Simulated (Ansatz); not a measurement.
`CC(C)[NH][InH2]`, 15 atoms. The species carries charge 0 and has multiplicity 1. Correlated methods include outer-core shells of In, which these sets cover unevenly. In takes the def2 core potential. All runs use 4 threads of an Arm Neoverse V1 on a shared host. Correlated methods freeze the cores.

(1) How many basis functions does each run have, and how long does it take in Ansatz? RHF-MP2/def2-TZVPP energy; RKS LC-ωPBE/def2-TZVPP energy; RKS PBE0-D4/def2-TZVP frequencies; RKS ωB97M-V/def2-SVP energy; RKS ωB97M-V/def2-QZVPP energy; RHF-MP2/def2-QZVPP energy; RHF-CCSD(T)/def2-SVP energy; RKS PBE0-D4/def2-TZVP relaxation (32 steps); RKS ωB97M-V/def2-TZVPP energy and forces; RKS r2SCANh-D4/def2-TZVPP energy; RKS PBE0-D4/def2-QZVPP energy; direct RPA on PBE orbitals/def2-TZVPP energy. (An estimate is asked.)

## Answers

(1) The calculation gave: Other jobs shared the machine, so times are rough.

```tsv
level	job	functions	wall time	peak host memory (GiB)
RKS LC-ωPBE/def2-TZVPP	energy	314	4.8 s	0.74
RHF-MP2/def2-TZVPP	energy	314	8 s	1.1
RKS ωB97M-V/def2-SVP	energy	132	8.5 s	0.48
RKS r2SCANh-D4/def2-TZVPP	energy	314	10 s	0.97
direct RPA on PBE orbitals/def2-TZVPP	energy	314	15 s	1.2
RKS PBE0-D4/def2-QZVPP	energy	610	18 s	2.8
RKS ωB97M-V/def2-TZVPP	energy and forces	314	23 s	1.5
RHF-CCSD(T)/def2-SVP	energy	132	26 s	1
RKS ωB97M-V/def2-QZVPP	energy	610	40 s	3.2
RHF-MP2/def2-QZVPP	energy	610	56 s	5.8
RKS PBE0-D4/def2-TZVP	relaxation (32 steps)	234	3.1 min	0.77
RKS PBE0-D4/def2-TZVP	frequencies	234	6.5 min	0.76
```

LC-ωPBE has ω = 0.4 bohr⁻¹.
